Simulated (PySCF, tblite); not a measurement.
C₅H₆ClFO₂.
SMILES with atom numbers: `[CH3:1][C:2](=[O:3])[O:4]/[CH:5]=[C:6](\[F:7])[CH2:8][Cl:9]` (hydrogens: H10, H11, H12 on C1; H13 on C5; H14, H15 on C8)

Structure optimised with GFN2-xTB, isolated species.

Q: What internal coordinates does the optimisation give?

A: 
| bond | length (bohr) | order |
| --- | --- | --- |
| C1–C2 | 2.831 | single |
| C2=O3 | 2.265 | double |
| C2–O4 | 2.567 | single |
| O4–C5 | 2.579 | single |
| C5=C6 | 2.513 | double |
| C6–F7 | 2.549 | single |
| C6–C8 | 2.807 | single |
| C8–Cl9 | 3.408 | single |
| C1–H10, C1–H11, C1–H12 | 2.054 | single |
| C5–H13 | 2.045 | single |
| C8–H14, C8–H15 | 2.056 | single |

Bonds in one row agree within 0.02 bohr and their mean is given. Orders are formal, as drawn. A selection of angles:
| angle | degrees |
| --- | --- |
| C2–C1–H10 | 110.2 |
| H10–C1–H11 | 110.9 |
| H10–C1–H12 | 108.2 |
| H11–C1–H12 | 109.1 |
| C1–C2–O3 | 126.6 |
| C1–C2–O4 | 110.2 |
| O3–C2–O4 | 123.2 |
| C2–O4–C5 | 117.9 |
| O4–C5–C6 | 122.7 |
| O4–C5–H13 | 115.9 |
| C6–C5–H13 | 121.4 |
| C5–C6–F7 | 120.6 |
| C5–C6–C8 | 125.0 |
| F7–C6–C8 | 114.4 |
| C6–C8–Cl9 | 110.1 |
| C6–C8–H14 | 111.7 |
| Cl9–C8–H14 | 106.5 |
| Cl9–C8–H15 | 106.5 |
| H14–C8–H15 | 111.3 |

Dihedral angles: C1–C2–O4–C5 -177° (antiperiplanar); C2–O4–C5–C6 -178° (antiperiplanar); O4–C5–C6–F7 0° (synperiplanar); C5–C6–C8–Cl9 86° (synclinal). The mirror-image conformer, all signs reversed, is as good.

The C–O distances run from 1.198 Å (C2=O3, drawn double) to 1.365 Å (O4–C5, drawn single), a spread of 0.167 Å. The C–C distances run from 1.330 Å (C5=C6, drawn double) to 1.498 Å (C1–C2, drawn single), a spread of 0.168 Å. Of the pairs four or more bonds apart, O3···H13 is among the closest relative to their van der Waals radii: 2.29 Å, 84 % of the sum of Bondi's values.

Point group: C1 (no symmetry element, even within 0.4 Å). Its GFN2-xTB frequencies are all real (lowest 29 cm⁻¹). The numbers are those of one conformer.

All values are computed, not measured.
